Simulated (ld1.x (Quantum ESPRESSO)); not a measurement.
iodine (I): excitation energies, all-electron against TM semilocal

```
Element                 : iodine (I)
Generator               : ld1.x (Quantum ESPRESSO) 7.5
Type                    : norm-conserving Troullier–Martins (semilocal form)
Functional              : PBE
Relativity              : scalar-relativistic
Frozen core             : [Kr] 4d10
Valence charge          : 7
Reference configuration : 5s2 5p4.75 (charge +0.25)
Partial waves           : 5p (bound): rc 1.60 bohr; 5d channel at 0.05 Ry: rc 1.65 bohr; 5s (bound): rc 1.50 bohr
Local potential         : the s channel
Core correction         : a·sin(br)/r model core inside 0.80 bohr
```

Energies are relative to the spin-unpolarised reference configuration 5s2 5p4.75; without spin polarisation the order of configurations can differ from experiment. The frozen-core shift is the all-electron ΔE with the core orbitals held at their reference shape minus the fully relaxed ΔE.

```csv
valence configuration,charge,ΔE all-electron (eV),error AE − PS (meV),frozen-core shift (meV)
5s2 5p5,0,-2.016,+0.7,-0.3
5s2 5p4,+1,9.115,-1.4,+4.4
5s2 5p3,+2,28.962,-5.0,+29
5s2 5p5.3,-0.3,-3.798,+1.5,-0.3
5s1 5p6,0,8.399,-5.6,+5.4
5s2 5p2,+3,58.290,-27,+104
```

(1) What are ΔE and the potential's error for 5s2 5p4.5?

Levels in the configuration 5s2 5p4.5:

```
level  all-electron (eV)  pseudo (eV)
   5s            -21.697      -21.696
   5p            -11.093      -11.091
```

## Answers

(1) ΔE = 2.516 eV all-electron; the error (AE − PS) is -0.6 meV.

A variational frozen-core shift is positive and of second order in the change. This column holds negative values, so the frozen-core run of ld1.x carries numerical noise or an error of first order here, and the column gives no more than the rough size of the effect.
